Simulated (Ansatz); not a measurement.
`C[O][AlH][Cl]` → `[CH3]`• + `[O][AlH][Cl]`•  (homolysis of the C–O bond)

Calculated with Ansatz (gas phase, PBE0-D4/def2-TZVP geometries, no zero-point term in ΔE). CCSD(T)/CBS adds triple-zeta CCSD(T) − MP2 to the extrapolated MP2 energy (def2 sets, frozen cores). This one scheme is used for every species. Functionals use def2-TZVPP. Open shells (•) are unrestricted, without spin–orbit coupling. Each species was taken in one conformer, which may not be the lowest.

```tsv
level	ΔE (kJ/mol)
BLYP-D4	407.1
r2SCAN-D4	398.3
B97M-V	408.5
ωB97X-V	426.7
PBE	422.6
r2SCAN0	389.1
LC-ωPBE	414.6
CCSD/def2-SVP	408.2
```

Q: What does CCSD(T)/CBS give? (Estimate.)

A: Ansatz gave: +430.5 kJ/mol. The listed levels differ from it by -23.4, -32.2, -22.0, -3.8, -7.9, -41.4, -15.9, -22.3 kJ/mol.

Largest T1 diagnostic among the species: 0.013.

Leaving LDA and LC-ωPBE aside and taking each functional with its dispersion term where it has one, the values, not all of them listed here, spread over 39.2 kJ/mol, from BHLYP-D4 to PBE-D4. LDA lies +96.6 kJ/mol from PBE without D4, its usual overbinding. At CCSD(T), def2-SVP lies −14.0 kJ/mol from the extrapolated value and def2-TZVPP −12.7 kJ/mol: correlation converges slowly with the basis, and small sets miss more of it in the bonded molecule than in its fragments.
